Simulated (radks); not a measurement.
Results of a calculation; reference values are marked as such.
The silicon ion Si2+ inside a hard spherical wall (all orbitals vanish at R), configuration held at [Ne] 3s2 and not refilled when levels cross. Level of theory: scalar-relativistic Kohn-Sham, PBE, spin-polarised, spherical densities, point nucleus (a radial shooting solver on a logarithmic mesh with Libxc functionals). Eigenvalues in eV for spin up, with the zero of energy where the potential of the charges vanishes at infinity; a dash marks a level that is unbound or too diffuse for the functional's potential to be trusted. A positive occupied level is held by the wall or, in an anion where self-interaction has pushed it up, behind a barrier. The pressure on the wall is -dE/dV.

R (bohr)  E (hartree)  kinetic (hartree)    e(1s)    e(2s)    e(2p)    e(3s)  e(3p, empty)  e(3d, empty)  pressure (GPa)
free       -288.96468            289.723  -1807.8  -160.80  -116.91  -28.536       -20.504       -10.699               0
20         -288.96468            289.723  -1807.8  -160.80  -116.91  -28.536       -20.504       -10.699        < 0.0001
15         -288.96468            289.723  -1807.8  -160.80  -116.91  -28.536       -20.504       -10.699        < 0.0001
8          -288.96467            289.723  -1807.8  -160.80  -116.91  -28.536       -20.503       -10.656        0.000429
7          -288.96462            289.724  -1807.8  -160.80  -116.91  -28.533       -20.495       -10.555         0.00656
5          -288.95863            289.783  -1807.6  -160.56  -116.67  -28.330       -20.109        -9.286            1.25
4          -288.91429            290.082  -1806.4  -159.55  -115.65  -27.250       -18.450        -6.380            15.0
3.5        -288.82729            290.532  -1804.9  -158.25  -114.34  -25.480       -16.029        -3.086            51.9
3          -288.59859            291.494  -1802.2  -155.93  -112.00  -21.352       -10.839         2.912             186
2.5        -287.98632            293.618  -1797.1  -151.90  -107.92  -11.306         0.739        14.287             732
1.5        -279.94524            316.151  -1758.2  -126.25  -80.683   100.35        109.52        94.300           24600
